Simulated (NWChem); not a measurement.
# SiHBrClF; SMILES Cl[SiH](F)Br

All runs: NWChem. Structure relaxed at the PBE0/def2-SVP level. Level: M05-2X/def2-SVP with SMD (1 M gas to 1 M solution), gas-phase geometry. Reactions with the solvent are ignored.

```csv
solvent,dielectric constant,solvation free energy (kcal/mol),cavity-dispersion-structure term (kcal/mol),dipole in solution (D)
water,78.4,-0.3,1.3,1.63
toluene,2.37,-3.7,-2.8,1.46
diethyl ether,4.24,-3.9,-2.7,1.53
n-hexane,1.88,-3.4,-2.7,1.42
acetonitrile,35.7,-3.4,-1.9,1.62
```
